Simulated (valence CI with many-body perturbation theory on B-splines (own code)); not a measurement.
Questions on W⁴⁰⁺

Method: configuration interaction combined with many-body perturbation theory (CI+MBPT): six valence electrons over a frozen Dirac-Fock core [Ar] 3d10, radial functions for each j: 9 s, 9 p, 8 d, 6 f, 3 g, 1 h, with the one-electron correlation potential Σ1 (screened to all orders), the two-electron term Σ2, the three-electron term Σ3, Breit, model QED; selected single and double excitations, second order for the rest, scaled by the run's own slope (own B-spline code, finite nucleus).

No measured spectrum was set against this ion. As an estimate, large intervals hold to a few tenths of a per cent, small ones and those within an open d or f shell to about a per cent. Among the levels kept, up to 640 cm⁻¹ of a level comes from second order outside the variational space, and about a tenth of that is noise between levels of different J, which matters for small intervals.

Levels are named by their leading jj configuration (3d3/2^4 stands for four electrons in 3d with j = 3/2), which in mixed levels can hold well under half, so a name can repeat and another be missing.

Rates and lifetimes use the calculated energies. Strong lines usually hold to 10 to 20 %, long lifetimes can be off by a factor of two.

(1) What is the ground level?

(2) Among levels below 2416500 cm⁻¹, which E1 lines absorb most strongly from the ground level?

(3) What is the ionisation energy?

(4) Name the longest-lived excited levels whose lifetime is computed, and their main decay.

(5) How well does LS coupling describe the low levels?

Results:

(1) (4s^2 4p1/2^2 4p3/2^2) J=2, composition 69 % 4s²4p⁴ ³P + 30 % 4s²4p⁴ ¹D, g = 1.344.

(2) to (4s^2 4p1/2 4p3/2^2 4d3/2) J=3 at 4.690 nm, f = 0.700; to (4s^2 4p1/2 4p3/2^2 4d3/2) J=2 at 4.695 nm, f = 0.574; to (4s^2 4p1/2^2 4p3/2 4d5/2) J=3 at 6.584 nm, f = 0.399.

(3) 1942.2 eV; NIST lists 1940.6 ± 2 eV (semi-empirical).

(4) (4s^2 4p1/2^2 4p3/2^2) J=0 at 71007 cm⁻¹ lives 179 ms, mostly by E2 to (4s^2 4p1/2^2 4p3/2^2) J=2; (4s^2 4p1/2^2 4p3/2 4d5/2) J=4 at 1410900 cm⁻¹ lives 22.8 μs, mostly by M1 to (4s^2 4p1/2^2 4p3/2 4d3/2) J=3; (4s^2 4p1/2 4p3/2^2 4d3/2) J=4 at 2008900 cm⁻¹ lives 734 ns, mostly by M1 to (4s^2 4p1/2^2 4p3/2 4d3/2) J=3.

(5) Among the lowest 20 levels the leading LS term, summed over configurations, holds 51 % on average. For single configurations the figures are 49 % in LS and 93 % in jj coupling. Terms mix most in the J = 3 level at 1267000 cm⁻¹, where the leading one holds 28 %.
